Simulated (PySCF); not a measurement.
C8H10FP.
Cartesian coordinates in Å at the GFN2-xTB level; atoms count from 1:
```xyz
20
C8H10FP angstrom
C     -2.020   -2.278   -0.069
C     -1.861   -0.970    0.103
C     -0.612   -0.234    0.103
C     -0.538    1.116    0.286
C     -1.677    2.054    0.522
P      1.182    1.693    0.358
C      1.756    0.040   -0.119
C      3.186   -0.331   -0.338
C      0.707   -0.805   -0.118
F      0.873   -2.123   -0.348
H     -3.003   -2.720   -0.045
H     -1.203   -2.956   -0.235
H     -2.736   -0.353    0.267
H     -2.384    2.021   -0.307
H     -2.216    1.795    1.435
H     -1.308    3.073    0.621
H      1.199    2.257   -0.922
H      3.510   -0.028   -1.335
H      3.314   -1.408   -0.249
H      3.825    0.167    0.388
```

Probes without a nucleus sit at each ring's centroid and 1 Å off its mean plane on both sides; NICS is minus the shielding there, NICSzz its component along the normal. Level: GIAO PBE0/pcSseg-1 (PySCF, non-relativistic, gas phase) on the GFN2-xTB geometry, one conformer.

Ring bond lengths (Å), with Mayer bond orders in brackets: C3–C4 1.364 (1.57), C4–P6 1.816 (0.97), P6–C7 1.813 (0.94), C7–C9 1.347 (1.69), C9–C3 1.454 (1.10).

**Question.** Give the NICS values of each ring in ppm.

**Answer.** 
```
          ring                                                           type  NICS(0)  NICS(1), two faces  NICS(1)zz, two faces  rms pucker (Å)  centre to ring atoms, mean (Å)
C3–C4–P6–C7–C9  5-membered ring with P; bonds drawn aromatic by RDKit's count     -6.2         -5.2 / -5.3           -7.7 / -7.0            0.04                            1.32
```

**Question.** What can be read from them?

**Answer.** 
- C3–C4–P6–C7–C9: mean NICS(1)zz -7.4 ppm, shielded. A hydrogen on P6, outside the ring, lies 1.87 Å from a NICS(1) probe.

**Question.** What does the geometric index give? HOMA = 1 − mean of α(R − Ropt)² over the ring bonds, with Krygowski's 1993 parameters (CC: Ropt 1.388 Å, α 257.7 Å⁻²; CP: Ropt 1.698 Å, α 118.91 Å⁻²).

**Answer.** 
- C3–C4–P6–C7–C9: HOMA 0.01; the largest term is that of C4–P6, α(R − Ropt)² = 1.65.

**Question.** What field does 1 T along the ring normal induce along that normal at the second NICS(1) probe listed for ring C3–C4–P6–C7–C9, 1 Å off the ring?

**Answer.** NICSzz × B0 = -7.0 ppm × 1 T = -7 μT, against the applied field.

**Question.** List the ring angles and the Hirshfeld charges of the ring atoms.

**Answer.** 
- C3–C4–P6–C7–C9: C3 111.1° (-0.028 e), C4 111.8° (-0.041 e), P6 90.0° (+0.128 e), C7 108.9° (-0.078 e), C9 117.4° (+0.072 e); sum 539.2° against 540° for a flat convex ring.

On Arm Neoverse V1, one thread, no GPU, shared host, this took 57 s wall and 0.97 GiB of memory at its peak. This is the whole shielding run at PBE0/pcSseg-1, SCF included.
